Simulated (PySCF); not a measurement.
Unknown compound

An unknown has the formula C₃H₈O₃Si₂. Its calculated NMR data are:

$^{1}$H NMR (400 MHz, computed): δ 5.37 (m, 1H), 5.31 (m, 1H), 5.28 (m, 1H), 2.33 (m, 1H), 2.05 (m, 1H), 0.36 (d, 3H).

$^{13}$C{$^{1}$H} NMR (computed): δ 170.6 (C), 29.9 (CH2), 2.4 (CH3).

PySCF 2.14.0 with density-fitted response routines calculation with shieldings: GIAO PBE0/pcSseg-1 and structure optimised with GFN2-xTB; one conformer, gas phase, one averaged value for each set of equivalent atoms, no relativistic terms.

References, each an isolated molecule treated in the same way: TMS for $^{1}$H, $^{13}$C.

Propose a structure and justify it.

Results:


1. The formula gives 2 degrees of unsaturation (1 ring in the answer).
2. 3 carbon signals for 3 carbons: no two carbons are equivalent.
3. Carbon types of the structure: 1 × C, 1 × CH2, 1 × CH3, leaving 3 H on heteroatoms.
4. δC 170.6: carbonyl carbon.
5. δC 29.9: sp3 CH2 bonded to Si, α to a carbonyl; the adjacent C=O deshields it moderately.
6. δC 2.4: methyl carbon bonded to Si; an electropositive neighbour leaves it electron-rich and shielded.
7. δH 5.37, 5.31: hydrogen on a silicon bonded to C, O, in a 6-membered ring.
8. δH 5.28: hydrogen on a silicon bonded to C, 2 O, in a 6-membered ring.
9. δH 2.33, 2.05: hydrogen on an sp3 CH2 bonded to Si, α to a carbonyl; α to C=O.
10. δH 0.36: hydrogen on a methyl carbon bonded to Si; an electropositive neighbour shields it, as in TMS itself.

The compound is `C[Si@@H]1O[SiH2]CC(=O)O1`.

The data come from this structure; uniqueness wasn't tested.

Shifts are as computed. Against solution values, carbons near 30 ppm lie about +3 ppm off and those near 130 ppm about +5 ppm. Of 1309 compounds with measured shifts, 239 miss one by over three times the rms of a fit or turn the order of signals round; such compounds aren't used in these exercises. Multiplicities follow the n + 1 count of equivalent neighbours, as no J values were calculated; m marks all less simple cases, F and P coupling included.
